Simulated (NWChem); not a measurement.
Species: SeF3 cation; SMILES F[Se+](F)F

Results from NWChem. Pople sets run with spherical d functions. The geometry was optimised at PBE0/def2-SVP. Level MN15/6-31G*: energy and gradient on several grids; changes count from the extra-fine grid, which is no exact limit either.

| grid | size of the energy change (μHa) | largest change of a gradient component (μHa/bohr) |
|---|---|---|
| xcoarse | 20000 | 1000 |
| coarse | 70 | 100 |
| medium | 10 | 50 |
| fine | < 10 | < 30 |
| xfine | < 10 | < 30 |
